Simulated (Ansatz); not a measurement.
`[SiH3]B[CH2][GaH2]` → `B[CH2][GaH2]` + `[SiH2]` at 400 K and 1 bar (silylene loss).

Program: Ansatz. Geometries: PBE0-D4/def2-TZVP. ΔE: electronic, gas phase. CCSD(T)/CBS adds triple-zeta CCSD(T) − MP2 to the extrapolated MP2 energy (def2 sets, frozen cores). This one scheme is used for every species. For Ga outer-core shells are correlated without core-valence functions, which leaves a few kJ/mol of doubt a bond. Scalar relativity is left out up to krypton. One conformer a species, not always the lowest.

```json
{"species": "`[SiH3]B[CH2][GaH2]`", "CCSD(T)/CBS energy (Eh)": "-2280.64334", "H − E (kJ/mol)": "239.5", "S (J/(mol·K))": "417.8"}
{"species": "`B[CH2][GaH2]`", "CCSD(T)/CBS energy (Eh)": "-1990.36717", "H − E (kJ/mol)": "185.9", "S (J/(mol·K))": "353.7"}
{"species": "`[SiH2]`", "CCSD(T)/CBS energy (Eh)": "-290.19011", "H − E (kJ/mol)": "44.2", "S (J/(mol·K))": "218.1"}
```

H − E and S are ideal-gas, rigid-rotor, harmonic terms from PBE0-D4/def2-TZVP, for one conformer and one mirror image of each species. 1 Eh = 2625.50 kJ/mol, R = 8.31446 J/(mol·K).

**Question.** By hand: ΔE, ΔH, ΔS and ΔG.

**Answer.** ΔE = (-1990.36717) + (-290.19011) − (-2280.64334) = 0.08606 Eh = 226.0 kJ/mol. Δ(H − E) = 185.9 + 44.2 − 239.5 = -9.4, so ΔH = 216.6 kJ/mol. ΔS = 353.7 + 218.1 − 417.8 = 154.0 J/(mol·K). ΔG = 216.6 − 400 × (154.0)/1000 = 155.0 kJ/mol.

**Question.** By hand: the equilibrium constant, and the temperature at which ΔG would vanish if ΔH and ΔS stayed fixed.

**Answer.** log₁₀ K = −ΔG/(RT ln 10) = -20.2. ΔG = 0 at ΔH/ΔS = 1406 K.

The number of gas molecules changes by +1, which sets the sign of ΔS. A doubt of 5 kJ/mol in ΔE shifts log₁₀ K by 0.7 here. Other conformers and mirror images would add mixing entropy, several J/(mol·K) or more a flexible species. Modes under 60 cm⁻¹, often nearly free rotors, make the harmonic entropy too high. These are equilibria of isolated gas molecules and say nothing of rates. Largest T1 diagnostic: 0.014 (customary marks: 0.02 for closed shells, 0.045 for open ones).
